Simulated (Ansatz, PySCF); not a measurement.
B(H)(Br)(vinyl) (C2H4BBr), SMILES C=CBBr. Atoms are numbered in the order given.

```xyz
8

B     -1.0513    -0.5055     0.0000
H     -2.2254    -0.2501     0.0000
Br     0.1233     1.0227     0.0000
C     -0.5101    -1.9499     0.0000
C      0.7942    -2.2848     0.0000
H     -1.2449    -2.7653     0.0000
H      1.1311    -3.3269     0.0000
H      1.5746    -1.5162     0.0000
```

The structure is a stationary point at B3LYP-D3(BJ)/def2-SVP. The structure was generated by enumeration, and PubChem lists no compound with its InChIKey, so it may never have been made. The values are those of a single conformer.

Vertical ionisation energy (IE) and electron affinity (EA) in eV. Rows of orbital energies are one-electron estimates. Where ΔSCF, EOM or ADC give a negative EA the extra electron is unbound and the value depends on the basis.

```json
[
 {"level": "−ε(HOMO), −ε(LUMO), r2SCAN/def2-TZVP (PySCF)", "IE": "7.08", "EA": "3.08"},
 {"level": "−ε(HOMO), −ε(LUMO), PBE/def2-TZVP (PySCF)", "IE": "6.79", "EA": "3.28"},
 {"level": "ΔSCF, CAM-B3LYP/def2-SVPD (Ansatz), final states of multiplicity 2 and 2", "IE": "10.47", "EA": "0.59"},
 {"level": "ΔSCF, PBE/def2-SVPD (Ansatz), final states of multiplicity 2 and 2", "IE": "10.02", "EA": "0.63"}
]
```

Q: What vertical singlet–triplet gap does ΔSCF give with CAM-B3LYP/def2-SVPD (Ansatz, a quantum-chemistry and plane-wave program) and with PBE/def2-SVPD (Ansatz)? (Estimate from the structure and the level; the computed values follow.)

A: 3.46 and 3.37 eV (triplet above singlet where positive).
